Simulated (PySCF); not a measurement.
C₄H₇BSe.
SMILES with atom numbers: `[BH2:1][C@@H:2]1[CH:3]=[CH:4][Se:5][CH2:6]1` (hydrogens: H7, H8 on B1; H9 on C2; H10 on C3; H11 on C4; H12, H13 on C6)

Structure used (PBE0-D3(BJ)/def2-SVP), in Å, numbered top down from 1:
```
atom  x, y, z in Å
B1     1.2148    0.0487    0.8907
C2     0.6369   -0.1070   -0.5590
C3    -0.1630    1.0821   -0.0813
C4    -1.3572    0.7749    0.4837
Se5   -1.8803   -1.0133    0.3129
C6    -0.3051   -1.2658   -0.8551
H7     0.7571   -0.5999    1.8000
H8     2.1226    0.8237    1.0859
H9     1.3125    0.1316   -1.3908
H10    0.2086    2.1071   -0.1337
H11   -2.0208    1.4894    0.9759
H12    0.1358   -2.2447   -0.6234
H13   -0.6657   -1.2696   -1.8951
```

Computed, not measured: PBE0-D3(BJ)/def2-SVP geometry optimisation, gas phase (PySCF).

Masses are those of the commonest isotopes; rigid-rotor values at the optimised geometry. The values belong to one conformer with, in the numbering `[BH2:1][C@@H:2]1[CH:3]=[CH:4][Se:5][CH2:6]1`, H–B1–C2–C3 95° and -85°, B1–C2–C3–C4 -92°, C3–C4–Se5–C6 -6°, C4–Se5–C6–C2 19°, B1–C2–C6–Se5 62°.

Q: Give the principal moments of inertia and the rotational constants in cm⁻¹.

A: Ia = 103.07, Ib = 252.83, Ic = 294.84 u·Å²; 505379 MHz·u·Å²/I gives 4903, 1999 and 1714 MHz, that is A = 0.16356, B = 0.06668, C = 0.05718 cm⁻¹.

Q: Classify the top.

A: An asymmetric top: κ = (2 × 1999 − 4903 − 1714)/(4903 − 1714) = -0.82.

Q: What does the inertial defect say?

A: Not planar: Δ = Ic − Ia − Ib = -61.06 u·Å². For a rigid frame Δ = −2 Σ m c², so Σ m c² = 30.53 u·Å² lies off the ab plane: 9.40 from hydrogen and 21.13 from heavier atoms. The atom farthest from that plane is 1.98 Å away.

Q: Give the other two planar moments, Paa and Pbb, and the rms extents of the mass along the axes.

A: Paa = Σ m a² = (Ib + Ic − Ia)/2 = 222.30 and Pbb = Σ m b² = (Ia + Ic − Ib)/2 = 72.54 u·Å². With the mass M = 145.98 u, the rms extents √(P/M) along a, b and c are 1.23, 0.70, 0.46 Å.

Q: Where do the levels up to J = 2 lie, in MHz?

A: Above 0(0,0):
J = 1: 1(0,1) 3713, 1(1,1) 6618, 1(1,0) 6902
J = 2: 2(0,2) 11119, 2(1,2) 13759, 2(1,1) 14613, 2(2,1) 23327, 2(2,0) 23347

Q: Which types of transition are allowed, and where do some lines up to J = 2 fall?

A: The dipole components are |μa| = 0.32 D, |μb| = 0.06 D, |μc| = 1.62 D. Intensities carry the squares of the components, which stand as 0.04 : 0.00 : 1.00 (a : b : c). Some lines, for components of 0.1 D or more:

```
type  branch         J(Ka,Kc)    MHz  lower level (cm⁻¹)
   a       Q  2(1,1) ← 2(1,2)    854               0.459
   c       Q  2(1,2) ← 2(0,2)   2640               0.371
   c       Q  1(1,1) ← 1(0,1)   2905               0.124
   a       R  1(0,1) ← 0(0,0)   3713               0.000
   c       R  1(1,0) ← 0(0,0)   6902               0.000
   a       R  2(1,2) ← 1(1,1)   7141               0.221
   a       R  2(0,2) ← 1(0,1)   7406               0.124
   a       R  2(1,1) ← 1(1,0)   7711               0.230
   c       Q  2(2,1) ← 2(1,1)   8714               0.487
   c       R  2(1,1) ← 1(0,1)  10900               0.124
   c       R  2(2,0) ← 1(1,0)  16444               0.230
   c       R  2(2,1) ← 1(1,1)  16709               0.221
```

PBE0-D3(BJ)/def2-SVP frequencies: not computed here. No vibrational averaging or centrifugal distortion is included, and the geometry carries the error of its method. Quadrupole hyperfine structure (11B) is left out.
